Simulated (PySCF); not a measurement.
Cost of one run: geometry optimisation, `CC=C=C=C=C(C)[SiH3]`.

Method: PBE0-D3(BJ)/def2-SVP geometry optimisation, gas phase (PySCF 2.14.0). Work: geometry optimisation from a GFN2-xTB start, density fitting. The input is one job of a driver script: a line of settings, then coordinates in Å.

Input:
```
{"job": {"xc": "PBE0", "basis": "def2-SVP", "d3": "d3bj", "grid": 2, "kind": "geom"}, "charge": 0, "multiplicity": 1}
C      4.103444     0.379444    -0.931092
C      3.155088     0.459758     0.225234
C      1.869567     0.242184     0.139698
C      0.620694     0.032650     0.041828
C     -0.624720    -0.204388    -0.038337
C     -1.918988    -0.365197    -0.141489
C     -2.572842    -1.704979     0.049317
Si    -3.039046     1.104644    -0.536796
H      3.575175     0.144730    -1.851918
H      4.625002     1.329387    -1.053360
H      4.853960    -0.390553    -0.747650
H      3.592717     0.718057     1.182622
H     -3.168890    -1.959046    -0.826911
H     -1.835100    -2.488359     0.213593
H     -3.244648    -1.670944     0.907259
H     -4.036887     1.235344     0.531182
H     -3.737479     0.830593    -1.798420
H     -2.225808     2.312992    -0.641174
```

Hardware: Intel Xeon Platinum 8259CL at 2.50 GHz, one thread, no GPU, shared host with 48 logical CPUs at a one-minute load of 21. PySCF's memory limit was set to 1600 MB.

Q: How large is the basis?

A: 166 functions.

Question: Which is nearest to the wall time?
A. 1.7 min
B. 14 min
C. 13 s

Answer: A. The run took 1.7 min. The run took 6 energy-and-gradient evaluations and 43 SCF cycles, 17 s an evaluation on average.

Q: How much memory does it need at the peak?

A: About 0.78 GiB. Peak memory is the resident size of the whole Python process, interpreter and libraries included.

The output:
```
step   0  E = -561.39824473  max force = 0.013166
step   1  E = -561.40124392  max force = 0.002996
step   2  E = -561.40129620  max force = 0.001380
step   3  E = -561.40131356  max force = 0.000865
step   4  E = -561.40132146  max force = 0.000483
step   5  E = -561.40132674  max force = 0.000254
optimisation converged
```

Energies in Eh; «max force» is the largest Cartesian gradient component in Eh/bohr.

Other jobs ran on the host; a repeat could differ by tens of per cent or more.

The run converged: final energy -561.40133 Eh after 5 steps; dipole 0.86 D.
